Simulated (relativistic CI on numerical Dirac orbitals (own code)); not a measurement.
Cu3+: resonant inelastic scattering at the L2,3 edge

Computed with this model: Dirac-Coulomb-Breit CI, separate exchange-only KLI orbitals for each configuration, model QED (radiative potential, 1s self-energy scaled to tabulated hydrogen-like ionisation energies), valence Slater integrals scaled by 0.8, Kramers-Heisenberg scattering through one core-hole configuration in a parametric crystal field; configurations [Ar] 3d8 → [He] 2s2 2p5 3s2 3p6 3d9; 80 K; core-hole width 0.4 eV; summed over polarisations. Incident energies are the highest absorption maxima for each field (at most a few, so the weaker spin-orbit partner edge can be absent), on the computed scale of the free ion. Intensities are in per cent of the strongest line above 0.02 eV; levels within 1 cm⁻¹ are merged; final levels count from the ground level, the first row holds all elastic scattering, lines under 0.4 are left out and each table stops after 24 rows. The scale of the Slater integrals is a model choice and moves the terms in proportion.

Field parameters in Wybourne normalisation: D3d B²₀ = −7Dσ, B⁴₀ = −14Dq − 21Dτ, B⁴₃ = −14√(10/7) Dq; Oh B⁴₀ = 21Dq, B⁴₄ = √(5/14) B⁴₀; Td as Oh with Dq negative (B⁴₀ = 21Dq, B⁴₄ = √(5/14) B⁴₀). The field is a parameter set, without covalency.

S is read from ⟨S²⟩ = S(S + 1).

Oh, 10Dq = 18050 cm⁻¹:

| Final level (eV) | Degeneracy | Irrep | S | 935.2 eV | 955.5 eV | 956.8 eV |
| --- | --- | --- | --- | --- | --- | --- |
| 0.000 | 3 | T2 | 1.00 | 220.6 | 27.1 | 29.7 |
| 2.094 | 2 | E | 0.65 | 25.8 | 0.4 | 3.5 |
| 2.214 | 3 | T1 | 1.00 | 76.7 | 6.4 | 20.3 |
| 2.276 | 3 | T2 | 1.00 | 100.0 | 37.8 | 15.1 |
| 2.306 | 1 | A2 | 1.00 | 18.5 | 2.3 | 0.0 |
| 2.326 | 2 | E | 0.60 | 18.8 | 7.9 | 29.6 |
| 3.353 | 1 | A1 | 0.96 | 6.0 | 0.1 | 3.0 |
| 3.443 | 3 | T1 | 1.00 | 9.0 | 18.4 | 0.5 |
| 3.530 | 3 | T2 | 1.00 | 29.4 | 12.4 | 0.2 |
| 3.551 | 2 | E | 0.99 | 26.8 | 7.1 | 7.9 |
| 3.890 | 1 | A1 | 0.12 | 0.3 | 1.0 | 40.1 |
| 4.403 | 3 | T2 | 0.05 | 10.8 | 8.4 | 9.2 |
| 5.112 | 3 | T1 | 0.03 | 0.7 | 3.6 | 48.9 |
| 5.464 | 2 | E | 1.00 | 12.3 | 0.4 | 4.2 |
| 5.484 | 3 | T2 | 0.98 | 12.9 | 3.1 | 0.3 |
| 5.505 | 3 | T1 | 0.99 | 6.4 | 7.2 | 0.7 |
| 5.511 | 1 | A1 | 1.00 | 0.0 | 0.1 | 2.6 |
| 6.974 | 2 | E | 0.00 | 2.7 | 0.1 | 1.7 |
| 7.022 | 3 | T2 | 0.01 | 1.1 | 0.8 | 2.2 |

D3d, 10Dq = 18700, Dσ = 1110, Dτ = -320 cm⁻¹:

```csv
Final level (eV),Degeneracy,Irrep,S,935.3 eV,955.5 eV,956.8 eV
0.000,2,E,1.00,301.7,29.4,37.8
0.001,1,A1,1.00,26.9,4.9,7.3
2.060,2,E,0.72,36.2,0.7,3.5
2.140,1,A2,1.00,35.6,3.1,6.4
2.186,2,E,0.98,52.2,7.3,25.7
2.233,2,E,0.98,100.0,28.0,16.7
2.244,1,A1,1.00,56.2,13.8,6.5
2.268,1,A2,1.00,24.4,3.9,0.1
2.299,2,E,0.58,20.3,13.9,42.3
3.201,1,A1,0.97,7.1,1.0,4.5
3.242,1,A2,1.00,3.7,6.7,0.5
3.287,2,E,1.00,14.6,13.4,5.4
3.339,2,E,0.99,29.6,14.9,5.5
3.706,1,A1,0.64,5.6,3.6,14.3
3.763,2,E,1.00,26.6,11.5,4.1
3.815,1,A1,0.63,4.1,2.2,39.4
4.319,1,A1,0.08,1.4,4.3,11.5
4.413,2,E,0.06,5.9,8.3,8.6
4.973,2,E,0.95,10.7,7.4,6.9
4.995,1,A1,0.97,5.1,1.8,3.5
5.035,1,A2,0.01,0.4,1.3,27.0
5.070,2,E,0.12,1.1,3.0,42.2
5.621,2,E,0.99,15.2,2.7,1.4
5.646,2,E,0.99,8.1,3.3,3.5
```

Td, 10Dq = -13150 cm⁻¹:

```csv
Final level (eV),Degeneracy,Irrep,S,934.2 eV,934.8 eV
0.000,1,A1,1.00,360.7,59.6
0.072,3,T1,1.00,89.5,99.2
0.205,2,E,1.00,49.3,74.2
0.223,3,T2,1.00,4.6,2.0
1.569,3,T1,1.00,100.0,21.6
1.580,3,T2,0.97,17.8,40.5
1.580,2,E,1.00,7.4,30.4
2.248,3,T2,0.10,2.1,1.7
2.294,2,E,0.04,0.1,0.7
3.225,3,T2,0.99,14.9,3.0
3.561,3,T2,0.98,50.5,6.1
3.571,2,E,0.99,11.4,24.2
3.668,3,T1,1.00,29.9,5.2
3.693,1,A1,0.98,2.4,7.3
4.048,3,T2,0.06,2.0,0.2
4.185,1,A1,0.05,0.6,0.5
4.455,3,T1,0.00,1.0,1.1
5.588,2,E,0.01,0.1,0.6
```

For the first field the strongest loss at the lowest incident energy is the level at 2.28 eV (S = 1.00, against 1.00 in the thermal ground state). Levels of other spin, the first over 8 % at 3.89 eV, appear because spin-orbit coupling of the core hole, and in heavier ions of the valence shell too, mixes spins.
